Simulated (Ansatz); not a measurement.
Geometry optimisation, RKS BLYP-D4/def2-SVP in Ansatz.

Input file:

```yaml
crystal:
  periodic: [false, false, false]
  atoms:
    - { symbol: B, position_ang: [0.070641, 0.417477, -0.010005] }
    - { symbol: Cl, position_ang: [-0.789683, 1.023278, 1.491286] }
    - { symbol: F, position_ang: [1.39271, 0.466388, -0.065707] }
    - { symbol: F, position_ang: [-0.641058, 0.133168, -1.092308] }
    - { symbol: "N", position_ang: [-0.159195, -2.07672, 1.095012] }
    - { symbol: H, position_ang: [-0.534403, -2.770913, 0.443053] }
    - { symbol: Si, position_ang: [1.252736, -2.469554, 2.085387] }
    - { symbol: H, position_ang: [1.518227, -3.947075, 2.03222] }
    - { symbol: H, position_ang: [2.48145, -1.75781, 1.604001] }
    - { symbol: H, position_ang: [0.980468, -2.049524, 3.499026] }
    - { symbol: H, position_ang: [-0.930292, -1.548916, 1.552134] }
basis:
  gaussian: { orbitals: def2-SVP }
hamiltonian:
  xc: blyp
  dispersion: d4
relax:
  f_tol: 0.03
  max_steps: 50
```

Command:

```bash
$ ansatz run input.yaml --threads 4 --pin off --max-ram 5120MiB --backend cpu --events-out ev --progress --plain --runs-dir out
```

**Question.** Where does it end, and by what steps?

**Answer.** It converged. After 14 steps the energy has fallen by 0.665 eV; Cl2 moved furthest, 0.97 Å. Joined: B1–N5 (2.74 → 1.67 Å).

| step | energy less start (eV) | largest force component (eV/Å) | accepted |
| --- | --- | --- | --- |
| 0 | 0.0000 | 0.779 | yes |
| 1 | -0.0921 | 0.857 | yes |
| 2 | -0.2661 | 0.903 | yes |
| 3 | -0.4667 | 1.051 | yes |
| 4 | -0.3525 | 2.377 | no |
| 5 | -0.5565 | 0.460 | yes |
| 6 | -0.5830 | 0.159 | yes |
| 7 | -0.5936 | 0.117 | yes |
| 8 | -0.6163 | 0.203 | yes |
| 9 | -0.6190 | 0.279 | yes |
| 10 | -0.6407 | 0.148 | yes |
| 11 | -0.6592 | 0.115 | yes |
| 12 | -0.6639 | 0.095 | yes |
| 13 | -0.6647 | 0.053 | yes |
| 14 | -0.6650 | 0.015 | yes |

```xyz
11
Properties=species:S:1:pos:R:3
B 0.037 -0.188 0.251
Cl 0.111 0.864 1.817
F 1.204 -0.154 -0.475
F -1.105 0.019 -0.484
N -0.076 -1.753 0.834
H 0.006 -2.383 0.017
Si 1.166 -2.170 2.152
H 1.392 -3.644 1.992
H 2.410 -1.411 1.876
H 0.535 -1.888 3.468
H -1.040 -1.871 1.186
```

Whether the end is a true minimum wasn't checked by a vibrational analysis.

Run time: 12 s on 4 threads of Intel(R) Xeon(R) 6975P-C (Granite Rapids), with other jobs on the host, peak memory 0.21 GiB.
